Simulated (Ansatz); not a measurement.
Geometry optimisation of C6H10O4 (`COC(=O)C(C)C(=O)OC`).

```yaml
crystal:
  periodic: [false, false, false]
  atoms:
    - {symbol: C, position_ang: [0.445447, -2.819706, 0.280808]}
    - {symbol: O, position_ang: [-0.114434, -1.502799, 0.335242]}
    - {symbol: C, position_ang: [-0.339048, -0.916537, -0.869540]}
    - {symbol: O, position_ang: [-0.117996, -1.454385, -1.934630]}
    - {symbol: C, position_ang: [-0.932617, 0.476523, -0.671476]}
    - {symbol: C, position_ang: [-2.342768, 0.424908, -0.076022]}
    - {symbol: C, position_ang: [-0.001337, 1.330138, 0.190081]}
    - {symbol: O, position_ang: [-0.340426, 2.018154, 1.130899]}
    - {symbol: O, position_ang: [1.274642, 1.232523, -0.254181]}
    - {symbol: C, position_ang: [2.243948, 1.984951, 0.485287]}
    - {symbol: H, position_ang: [-0.218902, -3.510294, -0.277135]}
    - {symbol: H, position_ang: [0.553859, -3.151917, 1.328715]}
    - {symbol: H, position_ang: [1.432676, -2.806096, -0.224243]}
    - {symbol: H, position_ang: [-0.948014, 0.928015, -1.684841]}
    - {symbol: H, position_ang: [-2.323276, -0.058256, 0.919305]}
    - {symbol: H, position_ang: [-3.024976, -0.144405, -0.736658]}
    - {symbol: H, position_ang: [-2.740057, 1.449564, 0.052515]}
    - {symbol: H, position_ang: [3.213450, 1.812169, -0.015112]}
    - {symbol: H, position_ang: [1.993256, 3.065121, 0.481774]}
    - {symbol: H, position_ang: [2.286563, 1.642320, 1.539213]}
basis:
  gaussian: {orbitals: def2-TZVP}
hamiltonian: {xc: pbe0, dispersion: d4}
relax: {f_tol: 0.005, max_steps: 150}
```

```sh
$ ansatz run in.yaml --threads 4 --pin off --events-out ev --progress --plain --max-ram 66560MiB --backend cuda --devices 0, --max-vram 37GiB
```

Shortened log:

```
Functional definition: PBE0
mean field -14563.11681454 eV, -535.1846716991 hartree, gradient 8.1e-6 eV, S^2 0.000000; 0 other end points of the search recorded, 0 dependent functions left out
relax step   1: F+E_penalty+E_count = -14563.51723152 eV  Δ(F+E_penalty+E_count) = +0.000e0 eV  max|allowed force component| = 1.259e0 eV/Å  Δτ_max = 0.0000 Å  (34 SCF iters, accepted)
mean field -14563.20951524 eV, -535.1880783870 hartree, gradient 2.2e-5 eV, S^2 0.000000; 0 other end points of the search recorded, 0 dependent functions left out
relax step   2: F+E_penalty+E_count = -14563.61287455 eV  Δ(F+E_penalty+E_count) = -9.564e-2 eV  max|allowed force component| = 3.276e-1 eV/Å  Δτ_max = 0.0298 Å  (33 SCF iters, accepted)
mean field -14563.21628393 eV, -535.1883271320 hartree, gradient 2.2e-5 eV, S^2 0.000000; 0 other end points of the search recorded, 0 dependent functions left out
relax step   3: F+E_penalty+E_count = -14563.62064774 eV  Δ(F+E_penalty+E_count) = -7.773e-3 eV  max|allowed force component| = 1.646e-1 eV/Å  Δτ_max = 0.0169 Å  (34 SCF iters, accepted)
mean field -14563.21717310 eV, -535.1883598082 hartree, gradient 2.1e-5 eV, S^2 0.000000; 0 other end points of the search recorded, 0 dependent functions left out
relax step   4: F+E_penalty+E_count = -14563.62146367 eV  Δ(F+E_penalty+E_count) = -8.159e-4 eV  max|allowed force component| = 8.207e-2 eV/Å  Δτ_max = 0.0153 Å  (33 SCF iters, accepted)
mean field -14563.21774180 eV, -535.1883807075 hartree, gradient 2.2e-5 eV, S^2 0.000000; 0 other end points of the search recorded, 0 dependent functions left out
relax step   5: F+E_penalty+E_count = -14563.62191113 eV  Δ(F+E_penalty+E_count) = -4.475e-4 eV  max|allowed force component| = 3.172e-2 eV/Å  Δτ_max = 0.0042 Å  (34 SCF iters, accepted)
mean field -14563.21808032 eV, -535.1883931479 hartree, gradient 2.2e-5 eV, S^2 0.000000; 0 other end points of the search recorded, 0 dependent functions left out
relax step   6: F+E_penalty+E_count = -14563.62211881 eV  Δ(F+E_penalty+E_count) = -2.077e-4 eV  max|allowed force component| = 1.569e-2 eV/Å  Δτ_max = 0.0097 Å  (34 SCF iters, accepted)
mean field -14563.21853542 eV, -535.1884098726 hartree, gradient 2.2e-5 eV, S^2 0.000000; 0 other end points of the search recorded, 0 dependent functions left out
relax step   7: F+E_penalty+E_count = -14563.62237288 eV  Δ(F+E_penalty+E_count) = -2.541e-4 eV  max|allowed force component| = 4.727e-2 eV/Å  Δτ_max = 0.0202 Å  (33 SCF iters, accepted)
mean field -14563.18243093 eV, -535.1870830570 hartree, gradient 2.4e-5 eV, S^2 0.000000; 0 other end points of the search recorded, 0 dependent functions left out
relax step   8: F+E_penalty+E_count = -14563.58659835 eV  Δ(F+E_penalty+E_count) = +3.577e-2 eV  max|allowed force component| = 1.055e0 eV/Å  Δτ_max = 0.0778 Å  (34 SCF iters, rejected (line search))
mean field -14563.21891054 eV, -535.1884236581 hartree, gradient 2.2e-5 eV, S^2 0.000000; 0 other end points of the search recorded, 0 dependent functions left out
relax step   9: F+E_penalty+E_count = -14563.62282382 eV  Δ(F+E_penalty+E_count) = -4.509e-4 eV  max|allowed force component| = 2.099e-2 eV/Å  Δτ_max = 0.0389 Å  (33 SCF iters, accepted)
mean field -14563.21934662 eV, -535.1884396838 hartree, gradient 2.2e-5 eV, S^2 0.000000; 0 other end points of the search recorded, 0 dependent functions left out
relax step  10: F+E_penalty+E_count = -14563.62314863 eV  Δ(F+E_penalty+E_count) = -3.248e-4 eV  max|allowed force component| = 4.149e-2 eV/Å  Δτ_max = 0.0378 Å  (34 SCF iters, accepted)
mean field -14563.21945184 eV, -535.1884435506 hartree, gradient 2.1e-5 eV, S^2 0.000000; 0 other end points of the search recorded, 0 dependent functions left out
relax step  11: F+E_penalty+E_count = -14563.62330887 eV  Δ(F+E_penalty+E_count) = -1.602e-4 eV  max|allowed force component| = 2.648e-2 eV/Å  Δτ_max = 0.0175 Å  (33 SCF iters, accepted)
mean field -14563.21944747 eV, -535.1884433899 hartree, gradient 2.0e-5 eV, S^2 0.000000; 0 other end points of the search recorded, 0 dependent functions left out
relax step  12: F+E_penalty+E_count = -14563.62338844 eV  Δ(F+E_penalty+E_count) = -7.957e-5 eV  max|allowed force component| = 4.164e-2 eV/Å  Δτ_max = 0.0267 Å  (33 SCF iters, accepted)
mean field -14563.21949240 eV, -535.1884450408 hartree, gradient 2.2e-5 eV, S^2 0.000000; 0 other end points of the search recorded, 0 dependent functions left out
relax step  13: F+E_penalty+E_count = -14563.62351190 eV  Δ(F+E_penalty+E_count) = -1.235e-4 eV  max|allowed force component| = 1.948e-2 eV/Å  Δτ_max = 0.0148 Å  (33 SCF iters, accepted)
mean field -14563.21952221 eV, -535.1884461364 hartree, gradient 2.1e-5 eV, S^2 0.000000; 0 other end points of the search recorded, 0 dependent functions left out
relax step  14: F+E_penalty+E_count = -14563.62355738 eV  Δ(F+E_penalty+E_count) = -4.548e-5 eV  max|allowed force component| = 9.995e-3 eV/Å  Δτ_max = 0.0040 Å  (34 SCF iters, accepted)
mean field -14563.21956075 eV, -535.1884475527 hartree, gradient 2.1e-5 eV, S^2 0.000000; 0 other end points of the search recorded, 0 dependent functions left out
relax step  15: F+E_penalty+E_count = -14563.62356116 eV  Δ(F+E_penalty+E_count) = -3.780e-6 eV  max|allowed force component| = 1.025e-2 eV/Å  Δτ_max = 0.0030 Å  (35 SCF iters, accepted)
mean field -14563.21957330 eV, -535.1884480141 hartree, gradient 2.1e-5 eV, S^2 0.000000; 0 other end points of the search recorded, 0 dependent functions left out
relax step  16: F+E_penalty+E_count = -14563.62358506 eV  Δ(F+E_penalty+E_count) = -2.390e-5 eV  max|allowed force component| = 1.466e-2 eV/Å  Δτ_max = 0.0095 Å  (34 SCF iters, accepted)
mean field -14563.21959495 eV, -535.1884488095 hartree, gradient 2.1e-5 eV, S^2 0.000000; 0 other end points of the search recorded, 0 dependent functions left out
relax step  17: F+E_penalty+E_count = -14563.62359867 eV  Δ(F+E_penalty+E_count) = -1.361e-5 eV  max|allowed force component| = 5.109e-3 eV/Å  Δτ_max = 0.0071 Å  (34 SCF iters, accepted)
mean field -14563.21962038 eV, -535.1884497442 hartree, gradient 2.1e-5 eV, S^2 0.000000; 0 other end points of the search recorded, 0 dependent functions left out
relax step  18: F+E_penalty+E_count = -14563.62360373 eV  Δ(F+E_penalty+E_count) = -5.063e-6 eV  max|allowed force component| = 3.024e-3 eV/Å  Δτ_max = 0.0041 Å  (34 SCF iters, accepted)
mean field -14563.21962038 eV, -535.1884497442 hartree, gradient 2.1e-5 eV, S^2 0.000000; 1 other end points of the search recorded, 0 dependent functions left out
Total energy: -14563.62364203 eV, -535.2032972661 hartree
Atom 0 at     0.463829    -2.805985     0.277335 Å, force    -0.000318     0.001136    -0.000133 eV/Å
Atom 1 at    -0.028562    -1.471091     0.332587 Å, force    -0.000041     0.000334     0.003024 eV/Å
Atom 2 at    -0.364552    -0.933918    -0.844490 Å, force     0.000991    -0.000585    -0.000304 eV/Å
Atom 3 at    -0.285885    -1.511986    -1.892140 Å, force    -0.001190     0.000685    -0.001753 eV/Å
Atom 4 at    -0.902466     0.469986    -0.664893 Å, force     0.000807    -0.000211    -0.000251 eV/Å
Atom 5 at    -2.322003     0.440323    -0.118506 Å, force    -0.001109    -0.000388     0.000097 eV/Å
Atom 6 at     0.015971     1.291162     0.215648 Å, force     0.000537     0.000377     0.002082 eV/Å
Atom 7 at    -0.317674     1.897785     1.194475 Å, force    -0.000274    -0.000322    -0.001827 eV/Å
Atom 8 at     1.264368     1.270314    -0.261370 Å, force    -0.000362    -0.000634    -0.000878 eV/Å
Atom 9 at     2.221382     2.000273     0.499422 Å, force     0.000756     0.000941     0.000250 eV/Å
Atom 10 at    -0.289045    -3.474636    -0.141863 Å, force    -0.000845    -0.000541    -0.000722 eV/Å
Atom 11 at     0.689726    -3.081974     1.304655 Å, force     0.000152    -0.000426     0.000970 eV/Å
Atom 12 at     1.362120    -2.855317    -0.339342 Å, force     0.000799    -0.000477    -0.000611 eV/Å
Atom 13 at    -0.885038     0.916648    -1.662095 Å, force     0.000697     0.000581    -0.000273 eV/Å
Atom 14 at    -2.342713    -0.012216     0.872858 Å, force    -0.000347     0.000247    -0.000498 eV/Å
Atom 15 at    -2.970869    -0.129632    -0.785220 Å, force     0.000019     0.000163     0.000673 eV/Å
Atom 16 at    -2.710483     1.454852    -0.031391 Å, force     0.000613    -0.000763     0.000171 eV/Å
Atom 17 at     3.170780     1.871229    -0.015068 Å, force    -0.001018     0.000329     0.000592 eV/Å
Atom 18 at     1.951260     3.056150     0.543789 Å, force    -0.000056    -0.000439     0.000015 eV/Å
Atom 19 at     2.279845     1.608023     1.515609 Å, force     0.000190    -0.000008    -0.000626 eV/Å
Dipole moment:     0.251123    -0.085389     0.151659 e Å
```

It took 72 s on 4 threads of an AMD EPYC 7R13 on a shared host and a share of an NVIDIA H100 80 GB, with 1 GiB of host memory at the peak.
